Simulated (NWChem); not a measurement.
All runs are NWChem calculations. System: F3In, charge 0, spin multiplicity 1, at a geometry optimised with PBE/def2-SVP with def2 effective core potentials on In. The structure started from a generated list of species. Level: PBE0/def2-TZVP with def2 effective core potentials on In.

The NWChem input:

```
start mol
memory heap 200 mb stack 900 mb global 1100 mb
geometry units angstroms nocenter noautoz
  In     0.000000     0.000000     0.000059
  F      0.000000     0.000000     1.958317
  F     -1.695773     0.000000    -0.979320
  F      1.695773     0.000000    -0.979320
  symmetry group C2v
end
basis spherical
  * library def2-tzvp
end
ecp
  In library def2-ecp
end
dft
  xc pbe0
  semidirect memsize 60000000 filesize 0
  iterations 100
end
task dft energy
```

Output (cleaned and shortened):

```
             Northwest Computational Chemistry Package (NWChem) 7.3.0
             --------------------------------------------------------

                                NWChem Input Module
                                -------------------

 Scaling coordinates for geometry "geometry" by  1.889725989
 (inverse scale =  0.529177249)

 Turning off AUTOSYM since
 SYMMETRY directive was detected!

                             Geometry "geometry" -> ""
                             -------------------------

 Output coordinates in angstroms (scale by  1.889725989 to convert to a.u.)

  No.       Tag          Charge          X              Y              Z
 ---- ---------------- ---------- -------------- -------------- --------------
    1 In                  49.0000     0.00000000     0.00000000     0.00005900
    2 F                    9.0000     0.00000000     0.00000000     1.95831700
    3 F                    9.0000    -1.69577300     0.00000000    -0.97932000
    4 F                    9.0000     1.69577300     0.00000000    -0.97932000

 Effective nuclear repulsion energy (a.u.)     395.4225226348

            Nuclear Dipole moment (a.u.)
            ----------------------------
        X                 Y               Z
 ---------------- ---------------- ----------------
     0.0000000000     0.0000000000    -0.0000302356

      Symmetry information
      --------------------

 Group name             C2v
 Group number             16
 Group order               4
 No. of unique centers     3

      Symmetry unique atoms

     1    2    3


 Summary of "ao basis" -> "" (spherical)
 ------------------------------------------------------------------------------
       Tag                 Description            Shells   Functions and Types
 ---------------- ------------------------------  ------  ---------------------
 *                         def2-tzvp                  on all atoms

                                 NWChem DFT Module
                                 -----------------

 Summary of "ao basis" -> "ao basis" (spherical)
 ------------------------------------------------------------------------------
[...]
              MO Center= -3.5D-10, -2.9D-15,  4.4D-01, r^2= 4.0D+00
   Bfn.  Coefficient  Atom+Function         Bfn.  Coefficient  Atom+Function
  ----- ------------  ---------------      ----- ------------  ---------------
    56      0.343681  2 F  px                59      0.283263  2 F  px
    87      0.244736  3 F  px               118      0.244736  4 F  px
    25      0.203518  1 In d  1              90      0.202236  3 F  px
   121      0.202236  4 F  px                62      0.196525  2 F  px
    93      0.130390  3 F  px               124      0.130390  4 F  px

 Vector   25  Occ=0.000000D+00  E=-1.381741D-01  Symmetry=a1
              MO Center=  7.6D-15,  1.6D-15,  2.1D-04, r^2= 3.3D+00
   Bfn.  Coefficient  Atom+Function         Bfn.  Coefficient  Atom+Function
  ----- ------------  ---------------      ----- ------------  ---------------
     6      0.692966  1 In s                  5      0.607829  1 In s
     2      0.589516  1 In s                  1     -0.434130  1 In s
     3     -0.365601  1 In s                  4     -0.236428  1 In s
    58      0.180917  2 F  pz                87     -0.156632  3 F  px
   118      0.156632  4 F  px                61      0.152769  2 F  pz

 Vector   26  Occ=0.000000D+00  E=-6.102155D-02  Symmetry=b2
              MO Center= -5.9D-15, -3.8D-15,  1.0D-04, r^2= 4.3D+00
   Bfn.  Coefficient  Atom+Function         Bfn.  Coefficient  Atom+Function
  ----- ------------  ---------------      ----- ------------  ---------------
    17      0.552563  1 In py                14      0.372132  1 In py
    11     -0.317403  1 In py                20      0.308030  1 In py
    57     -0.110183  2 F  py                88     -0.110178  3 F  py
   119     -0.110178  4 F  py                63     -0.107563  2 F  py
    94     -0.107549  3 F  py               125     -0.107549  4 F  py

 Vector   27  Occ=0.000000D+00  E= 2.273452D-02  Symmetry=b1
              MO Center= -3.5D-11, -2.0D-15,  2.5D-01, r^2= 9.7D+00
   Bfn.  Coefficient  Atom+Function         Bfn.  Coefficient  Atom+Function
  ----- ------------  ---------------      ----- ------------  ---------------
    19      0.984077  1 In px                13      0.201670  1 In px
    10     -0.161454  1 In px                86      0.130108  3 F  s
   117     -0.130108  4 F  s                 35     -0.113101  1 In d  1
    62     -0.101382  2 F  px                56     -0.100438  2 F  px
    85      0.094449  3 F  s                116     -0.094449  4 F  s

 center of mass
 --------------
 x =   0.00000000 y =   0.00000000 z =   0.00000707

 moments of inertia (a.u.)
 ------------------
         390.319009552282           0.000000000000           0.000000000000
           0.000000000000         780.512596104858           0.000000000000
           0.000000000000           0.000000000000         390.193586552576

     Multipole analysis of the density
     ---------------------------------

     L   x y z        total         alpha         beta         nuclear
     -   - - -        -----         -----         ----         -------
     0   0 0 0     -0.000000    -24.000000    -24.000000     48.000000

     1   1 0 0      0.000000      0.000000      0.000000      0.000000
     1   0 1 0     -0.000000     -0.000000     -0.000000      0.000000
     1   0 0 1      0.000621      0.001887      0.001887     -0.003152

     2   2 0 0    -33.330054   -109.087081   -109.087081    184.844107
     2   1 1 0     -0.000000     -0.000000     -0.000000      0.000000
     2   1 0 1     -0.000000     -0.000000     -0.000000      0.000000
     2   0 2 0    -23.337068    -11.668534    -11.668534      0.000000
     2   0 1 1      0.000000      0.000000      0.000000      0.000000
     2   0 0 2    -33.332213   -109.117867   -109.117867    184.903522

 Task  times  cpu:        3.4s     wall:        3.4s

 Total times  cpu:        3.4s     wall:        3.4s
```
